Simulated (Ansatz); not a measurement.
Program: Ansatz 0.2.0.

A structure relaxed at PBE0-D4/def2-TZVP, charge 0, multiplicity 1:

```json
{"atom": "C1", "x (Å)": "0.648", "y (Å)": "1.520", "z (Å)": "-0.236"}
{"atom": "N2", "x (Å)": "0.376", "y (Å)": "0.142", "z (Å)": "0.075"}
{"atom": "C3", "x (Å)": "1.495", "y (Å)": "-0.560", "z (Å)": "0.650"}
{"atom": "In4", "x (Å)": "-1.374", "y (Å)": "-0.750", "z (Å)": "-0.226"}
{"atom": "F5", "x (Å)": "-1.344", "y (Å)": "-2.623", "z (Å)": "0.338"}
{"atom": "S6", "x (Å)": "-3.418", "y (Å)": "0.008", "z (Å)": "-1.118"}
{"atom": "H7", "x (Å)": "0.936", "y (Å)": "2.089", "z (Å)": "0.661"}
{"atom": "H8", "x (Å)": "-0.226", "y (Å)": "2.013", "z (Å)": "-0.670"}
{"atom": "H9", "x (Å)": "1.472", "y (Å)": "1.615", "z (Å)": "-0.959"}
{"atom": "H10", "x (Å)": "1.824", "y (Å)": "-0.091", "z (Å)": "1.590"}
{"atom": "H11", "x (Å)": "2.358", "y (Å)": "-0.565", "z (Å)": "-0.032"}
{"atom": "H12", "x (Å)": "1.236", "y (Å)": "-1.598", "z (Å)": "0.868"}
{"atom": "H13", "x (Å)": "-3.981", "y (Å)": "-1.200", "z (Å)": "-0.942"}
```

**Question.** Give its formula and SMILES.

**Answer.** C2H7FInNS, `C[N](C)[In]([F])[SH]`.

**Question.** Point group (tolerance 0.08 Å, 0.16 Å for H)?

**Answer.** Cs.

**Question.** Summarise the bond lengths by kind.

**Answer.** 2 × C–N 1.439 to 1.441 Å; 6 × C–H 1.092 to 1.100 Å; 1 × In–N 1.987 Å; 1 × F–In 1.956 Å; 1 × In–S 2.356 Å; 1 × H–S 1.345 Å.
